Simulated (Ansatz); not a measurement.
C$_{7}$H$_{14}$, SMILES `CCC1CCCC1`. The species carries charge 0 and has multiplicity 1. All single points use the PBE0-D4/def2-TZVP geometry. It is one conformer, not always the lowest.

```xyz
21

C    -0.054    2.253    1.501
C    -0.823    1.437    0.475
C    -0.302    0.022    0.302
C     1.123   -0.081   -0.242
C     1.251   -1.516   -0.779
C    -0.195   -2.033   -0.950
C    -1.088   -0.821   -0.698
H     0.993    2.376    1.212
H    -0.071    1.767    2.481
H    -0.482    3.251    1.619
H    -0.790    1.942   -0.498
H    -1.880    1.396    0.761
H    -0.337   -0.486    1.278
H     1.886    0.158    0.501
H     1.236    0.642   -1.059
H     1.805   -2.147   -0.080
H     1.804   -1.538   -1.720
H    -0.406   -2.809   -0.209
H    -0.366   -2.482   -1.931
H    -2.086   -1.089   -0.341
H    -1.218   -0.242   -1.621
```

Task: What is the dipole moment at B3LYP/def2-TZVPP? (An estimate is asked.)

Result: Computed: 0.06 D, with components (-0.05, -0.02, 0.04) D in this frame, pointing from negative to positive charge.

Task: And with PBE, r2SCAN, ωB97M-V? (Best estimate.)

Result: Computed: PBE 0.07 D, r2SCAN 0.07 D, ωB97M-V 0.06 D.

Task: Give the Mulliken charges with B3LYP, ωB97M-V, PBE in def2-TZVPP. (An estimate is asked.)

Result: Ansatz gave: 
| atom | B3LYP | ωB97M-V | PBE |
| --- | --- | --- | --- |
| C1 | -0.26 | -0.32 | -0.26 |
| C2 | -0.10 | -0.17 | -0.10 |
| C3 | 0.09 | -0.04 | 0.08 |
| C4 | -0.17 | -0.21 | -0.15 |
| C5 | -0.14 | -0.18 | -0.14 |
| C6 | -0.13 | -0.19 | -0.11 |
| C7 | -0.15 | -0.20 | -0.13 |
| H8 | 0.08 | 0.10 | 0.08 |
| H9 | 0.07 | 0.10 | 0.07 |
| H10 | 0.08 | 0.11 | 0.08 |
| H11 | 0.04 | 0.08 | 0.04 |
| H12 | 0.05 | 0.09 | 0.06 |
| H13 | 0.03 | 0.08 | 0.03 |
| H14 | 0.07 | 0.10 | 0.06 |
| H15 | 0.06 | 0.10 | 0.05 |
| H16 | 0.07 | 0.09 | 0.06 |
| H17 | 0.07 | 0.09 | 0.06 |
| H18 | 0.07 | 0.10 | 0.06 |
| H19 | 0.06 | 0.09 | 0.06 |
| H20 | 0.06 | 0.09 | 0.06 |
| H21 | 0.05 | 0.10 | 0.05 |

B3LYP here is the variant with VWN-RPA as its local correlation; programs differ in this.
